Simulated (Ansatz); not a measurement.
Species: CH$_{4}$B, SMILES `[BH]C` (charge 0, multiplicity 2), formula CH4B.

**Question.** How many basis functions does Ansatz (an electronic-structure program) with frozen-core CCSD(T)/cc-pVTZ // B3LYP-D3(BJ)/def2-TZVP use, how many core orbitals are frozen, and how many electrons are correlated?

**Answer.** 116 basis functions and 2 frozen orbitals, which leaves 11 correlated electrons. Core time is of the order of seconds.
